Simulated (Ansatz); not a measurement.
Isolated molecules relaxed with PBE0-D4/def2-TZVP in Ansatz; ΔE leaves out vibrations. CBS: MP2 limit from def2 TZ/QZ plus the TZ coupled-cluster correction, frozen cores. DFT in def2-TZVPP. Each species was taken in one conformer, which may not be the lowest.

Consider the isomerisation: `CN1[SiH2]C1O` → `C=NCO[SiH3]`.

`CN1[SiH2]C1O`:

Z-matrix (Å, degrees):
```
C
N 1 1.438
H 1 1.094 2 110.5
H 1 1.092 2 109.7 3 -118.9
H 1 1.098 2 112.4 3 120.8
Si 2 1.709 1 143.5 3 -176.1
C 2 1.441 1 124.7 3 -68.6
H 6 1.483 2 116.8 1 -121.4
H 6 1.487 2 120.3 1 19.3
O 7 1.394 2 117.8 1 94.0
H 7 1.094 2 116.2 1 -35.0
H 10 0.963 7 107.5 2 40.2
```

`C=NCO[SiH3]`:

Cartesian coordinates in Å:
```
C -0.970 1.744 -1.212
N -0.963 1.668 0.044
C -0.332 0.562 0.683
O 0.243 -0.372 -0.201
Si 0.994 -1.750 0.289
H -0.510 0.996 -1.863
H -1.459 2.599 -1.676
H -1.093 0.074 1.308
H 0.435 0.972 1.353
H 0.059 -2.608 1.069
H 2.167 -1.436 1.150
H 1.429 -2.447 -0.943
```

Problem. Is it downhill or uphill in electronic energy at CCSD(T)/CBS, and by how much? (An estimate is asked.)

Solution. The calculation gave: Downhill: ΔE = -28.1 kcal/mol.

Problem. What do these levels give: r2SCAN-D4, ωB97M-V, B2PLYP, PBE0, MP2/def2-TZVPP, CCSD/def2-TZVPP? (An estimate is asked.)

Solution. The calculation gave: r2SCAN-D4 -25.1, ωB97M-V -26.7, B2PLYP -29.5, PBE0 -22.8, MP2/def2-TZVPP -26.8, CCSD/def2-TZVPP -30.4 kcal/mol.

Largest T1 diagnostic among the species: 0.013.

From PBE to PBE0 (25 % exact exchange), in def2-TZVPP and without D4, ΔE moves by −1.0 kcal/mol. In def2-TZVPP, CCSD(T) changes the Hartree–Fock value by +10.1 kcal/mol (the triples alone add +1.0 kcal/mol) and MP2 by +12.7 kcal/mol.
